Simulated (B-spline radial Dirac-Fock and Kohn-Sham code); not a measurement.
## Re⁺ 4p3/2: cross section and angular parameters

System: rhenium as Re⁺, configuration 1s2 2s2 2p6 3s2 3p6 3d10 4s2 4p6 4d10 4f14 5s2 5p6 5d5 6s1; threshold 450.5 eV (orbital energy of the model). The computed values come from a radial B-spline solver: Dirac-Hartree-Slater photoionisation with a Latter tail; cross sections with all multipoles, angular parameters from the dipole term and its interference with E2.

For linearly polarised light dσ/dΩ = σ/(4π) [1 + β P₂(cos θ) + (δ + γ cos²θ) sin θ cos φ], with θ from the polarisation vector and φ the angle between the beam and the projection of the electron momentum on the plane normal to the polarisation.

```tsv
hν (eV)	σ (kb)	β	γ	δ
600	201	0.296	-0.070	0.095
924	?	?	?	?
1000	123	1.198	0.331	0.032
1210	96.5	1.361	0.312	0.017
1350	83.1	1.434	0.275	0.011
1470	73.5	1.482	0.239	0.007
1486.9	72.3	1.488	0.234	0.007
1650	61.8	1.538	0.184	0.004
1890	49.9	1.593	0.116	0.002
2580	29.5	1.680	-0.010	0.001
2940	23.3	1.704	-0.038	0.002
2984.4	22.7	1.706	-0.040	0.003
5190	7.54	1.744	0.094	0.010
6000	5.52	1.740	0.200	0.013
7050	3.85	1.729	0.350	0.016
7910	2.96	1.718	0.476	0.018
12000	1.09	1.653	1.047	0.031
12800	0.926	1.640	1.149	0.034
13200	0.857	1.633	1.199	0.036
```

Question: Give the values at 924 eV.

Answer: σ = 134 kb, β = 1.113, γ = 0.317, δ = 0.041.
